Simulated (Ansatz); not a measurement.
Ansatz (an electronic-structure program) input:
A basis named .json is the Basis Set Exchange file of that set.

Ansatz 0.2 input:
```yaml
crystal:
  periodic: [false, false, false]
  atoms:
    - {symbol: C, position_ang: [2.30711769, -0.42583651, 0.21885279]}
    - {symbol: Si, position_ang: [1.11193305, 0.39909592, -0.95499697]}
    - {symbol: C, position_ang: [-0.41974546, 1.03025869, -0.02176368]}
    - {symbol: C, position_ang: [-1.17981374, -0.11148844, 0.59317324]}
    - {symbol: C, position_ang: [-2.33116595, -0.67149749, -0.21149617]}
    - {symbol: O, position_ang: [-0.86475317, -0.58060711, 1.66607417]}
    - {symbol: H, position_ang: [3.15456540, -0.85353693, -0.31999688]}
    - {symbol: H, position_ang: [2.69229843, 0.29216219, 0.94528337]}
    - {symbol: H, position_ang: [1.80839688, -1.22277944, 0.77240824]}
    - {symbol: H, position_ang: [1.73716910, 1.56140106, -1.63298113]}
    - {symbol: H, position_ang: [0.65990565, -0.55396441, -2.00069278]}
    - {symbol: H, position_ang: [-1.03743898, 1.59967729, -0.71905922]}
    - {symbol: H, position_ang: [-0.06282872, 1.69124732, 0.77027151]}
    - {symbol: H, position_ang: [-3.13678368, 0.06648098, -0.25479856]}
    - {symbol: H, position_ang: [-2.70066221, -1.58454254, 0.24915630]}
    - {symbol: H, position_ang: [-2.02201439, -0.86724891, -1.24082389]}
basis:
  gaussian:
    orbitals: aug-cc-pV_D+d_Z.json
magnetization: {spin_polarized: false}
correlation: {method: ccsd_t, electrons: outside_noble_gas}
output: {forces: true}
```

**Question.** Which total energy does the run end on?

**Answer.** -522.12820 Eh (CCSD(T)/aug-cc-pV(D+d)Z). The basis has 237 functions.
